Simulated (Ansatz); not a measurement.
ethylmethylamine (C₃H₉N), singlet (typed; the unrestricted solution is spin-contaminated), geometry from GFN2-xTB, with bond 13-4 at 1.5 times its length; HF/STO-3G in Ansatz (a quantum-chemistry and plane-wave program).

Here is a job for Ansatz.
Ansatz 0.2 input:
```yaml
crystal:
  periodic: [false, false, false]
  atoms:
    - {symbol: C, position_ang: [-1.87400516, -0.07441474, 0.25926631]}
    - {symbol: C, position_ang: [-0.47967426, -0.52314354, -0.15357921]}
    - {symbol: N, position_ang: [0.48496756, 0.53256834, 0.09166092]}
    - {symbol: C, position_ang: [1.83881192, 0.15577176, -0.25160561]}
    - {symbol: H, position_ang: [-2.12917341, 0.85017624, -0.25108071]}
    - {symbol: H, position_ang: [-2.60684655, -0.83489174, 0.00244945]}
    - {symbol: H, position_ang: [-1.91726736, 0.10044473, 1.33251953]}
    - {symbol: H, position_ang: [-0.21866346, -1.45961765, 0.37470674]}
    - {symbol: H, position_ang: [-0.46266346, -0.73524512, -1.22757567]}
    - {symbol: H, position_ang: [0.44326878, 0.80309834, 1.07075897]}
    - {symbol: H, position_ang: [2.50814061, 0.98145236, -0.01688696]}
    - {symbol: H, position_ang: [1.88584461, -0.03606901, -1.32424885]}
    - {symbol: H, position_ang: [2.36828238, -1.19779710, 0.53566576]}
basis:
  gaussian:
    orbitals: STO-3G
hamiltonian:
  xc: hf
scf: {lower_state_search: standard}
magnetization: {spin_polarized: true}
```

What the program printed (banner, timings and long lists left out):

```
Functional definition: HF
409 factors; integrals over basis functions are off by at most 3.8e-5 eV
mean field evaluation 1: about -4653.6644 eV, gradient 1.2e1 eV
mean field evaluation 2: about -4653.9363 eV, gradient 1.2e1 eV
mean field evaluation 4: about -4655.0987 eV, gradient 1.0e0 eV
mean field evaluation 8: about -4655.1081 eV, gradient 1.8e-2 eV
mean field evaluation 16: about -4655.1956 eV, gradient 2.2e-3 eV
mean field -4655.19562897 eV, -171.0752839598 hartree, gradient 3.2e-5 eV, S^2 0.241852; 1 other end points of the search recorded, 0 dependent functions left out
reference -4655.19562897 eV, -171.0752839598 hartree; 17, 17 occupied and 12, 12 virtual orbitals, 409 factors
Total energy: -4655.19562897 eV, -171.0752839598 hartree
```
